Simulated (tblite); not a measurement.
Task: Write Cartesian coordinates for InChI=1S/C5H13FOSi2/c1-2-7-3-5(8)4-9-6/h4H,2-3,9H2,1,8H3/b5-4- as optimised with GFN2-xTB.

Result: 
```xyz
22
C5H13FOSi2 angstrom
C     -3.1731   -0.7824    0.7285
C     -2.5064   -0.8878   -0.6413
O     -1.1059   -0.7359   -0.6096
C     -0.6227    0.5752   -0.4271
C      0.8500    0.4340   -0.1933
Si     1.2261   -1.3149    0.4151
C      1.6982    1.4354   -0.4168
Si     3.5528    1.4308   -0.1659
F      4.0244    2.9271   -0.5626
H     -3.0877    0.2228    1.1345
H     -2.7045   -1.4789    1.4191
H     -4.2277   -1.0274    0.6376
H     -2.9439   -0.1512   -1.3315
H     -2.6683   -1.8885   -1.0519
H     -1.0839    1.0467    0.4549
H     -0.8599    1.1991   -1.3038
H      2.6280   -1.3127    0.8613
H      1.0709   -2.2938   -0.6555
H      0.3805   -1.6241    1.5696
H      1.2883    2.3739   -0.7875
H      4.2783    0.5776   -1.0979
H      3.9761    1.2943    1.2217
```

Orientation and origin are arbitrary. Atoms count from 1 in this order. Of the pairs four or more bonds apart, Si8···H17 is among the closest relative to their van der Waals radii: 3.07 Å, 93 % of the sum of Bondi's values. The 3 C–C bonds span 1.331 Å (C5=C7, drawn double) to 1.527 Å (C1–C2, drawn single), a spread of 0.196 Å. Si6 (SiH3 silicon) is tetrahedral (angles from 106.6° to 112.1°). Si8 (fluorine-bound silicon) is distorted tetrahedral (angles from 103.6° to 114.6°).

Bonds between heavy atoms (Å): C1–C2 1.527, C2–O3 1.409, O3–C4 1.409, C4–C5 1.498, C5–Si6 1.889, C5=C7 1.331, C7–Si8 1.871, Si8–F9 1.618.

Computed geometry: GFN2-xTB, gas phase.

Point group: C1 (no symmetry element, even within 0.4 Å). Its GFN2-xTB frequencies are all real (lowest 25 cm⁻¹). One conformer, not necessarily the lowest (C1–C2–O3–C4 -75°, C2–O3–C4–C5 170°, O3–C4–C5–Si6 -22°, C5–C7–Si8–F9 -178°).

The run took 1.5 s wall on an Arm Neoverse V1 with one thread, no GPU, shared host with 32 logical CPUs at a one-minute load of 15. These figures are those of the optimisation.
